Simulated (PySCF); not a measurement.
## K3N: one-bond stretch

Level of theory: PBE0 in PySCF with N def2-TZVP, K def2-TZVP; no relativity; density-fitted integrals.

Rigid scan from the singlet minimum (K–K 4.195 Å (×3), N–K 2.422 Å (×3); K–K–K 60.0° (×3), K–K–N 30.0° (×6), K–N–K 120.0° (×3)). Coordinate: the bond from N to the last atom (K) scaled, the rest fixed. Energies in kJ/mol from the minimum.

(1) Predict the curve at 0.92, 0.96, 1.00, 1.05, 1.12, 1.20, 1.35, 1.55, 1.80, 2.20.

Results:

(1) 
| scale of one bond | E (kJ/mol) | dipole size (D) |
| --- | --- | --- |
| 0.92 | 11.6 | 0.16 |
| 0.96 | 2.6 | 0.03 |
| 1.00 | 0.0 | 0.00 |
| 1.05 | 3.2 | 0.02 |
| 1.12 | 15.3 | 0.05 |
| 1.20 | 34.7 | 0.01 |
| 1.35 | 74.4 | 0.40 |
| 1.55 | 120.4 | – |
| 1.80 | 161.3 | – |
| 2.20 | 199.1 | – |

At long bonds a restricted determinant can lie too high, and another spin state can fall below this curve.

Other isomers or separated fragments may lie lower.
